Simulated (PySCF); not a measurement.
C3H2BrF, SMILES FC=C=CBr. Geometry: PBE-D3(BJ)/def2-SVP.

All values below come from PBE-D3(BJ)/def2-SVP run with PySCF.

Harmonic wavenumbers (cm⁻¹): 98, 177, 294, 402, 599, 650, 748, 830, 1016, 1137, 1218, 1383, 2016, 3097, 3118. Rotational constants (GHz): 15.58, 1.009, 0.9775; symmetry number 1.

Work out the zero-point energy and the ideal-gas rigid-rotor harmonic-oscillator thermochemistry at 298.15 K and 1 atm.

ZPE = ½ Σ hcν = ½ × 16784 cm⁻¹ = 100.39 kJ/mol. H − E(el) = 117.16 kJ/mol. Entropy in J/(mol K): translation 170.10, rotation 114.80, vibration 40.69, total 325.59. G − E(el) = 20.09 kJ/mol. Cp = 80.13 J/(mol K). Modes under 150 cm⁻¹ make the vibrational entropy uncertain.
